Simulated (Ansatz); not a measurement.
# Setting up doublet GeH3Br+ in Ansatz

GeH3Br+ has 5 atoms, charge +1, and is taken as a doublet. SMILES of the parent species: `[GeH3][Br]`. Geometry: optimised at B3LYP/6-31G*. The run starts from this shape.

```xyz
5

Ge    0.1430    0.0141   -0.1328
Br   -1.5697   -0.1546    1.4580
H     0.1322    1.4600   -0.6616
H    -0.1697   -1.0007   -1.2476
H     1.4643   -0.3187    0.5839
```

Settings wanted:

```json
{
  "basis set": "6-31G*",
  "integral approximation": "automatic",
  "task": "optimise",
  "method": "DFT",
  "functional": "B3LYP",
  "dispersion": "none",
  "reference": "UKS",
  "relativity": "none",
  "accuracy": "medium",
  "d and f functions": "Cartesian"
}
```

Task: Write the Ansatz 0.2.0 input and the command.

Result: One that was run (others would do as well):

in.yaml:
```yaml
crystal:
  periodic: [false, false, false]
  atoms:
    - {symbol: Ge, position_ang: [0.142976, 0.014085, -0.132799]}
    - {symbol: Br, position_ang: [-1.569728, -0.154581, 1.458030]}
    - {symbol: H, position_ang: [0.132234, 1.459961, -0.661587]}
    - {symbol: H, position_ang: [-0.169734, -1.000705, -1.247568]}
    - {symbol: H, position_ang: [1.464272, -0.318750, 0.583924]}
basis:
  gaussian:
    orbitals: "6-31G*"
total_charge: 1
magnetization:
  spin_polarized: true
  initial_magnetization: 1
hamiltonian:
  xc: {name: B3LYP}
relax: {}
```

```bash
$ ansatz run in.yaml --threads 1 --pin off --max-ram 3480MiB --events-out events.jsonl --progress --plain --runs-dir runs
```

Calculated total energy at the end of the run: -4652.10377 Eh.
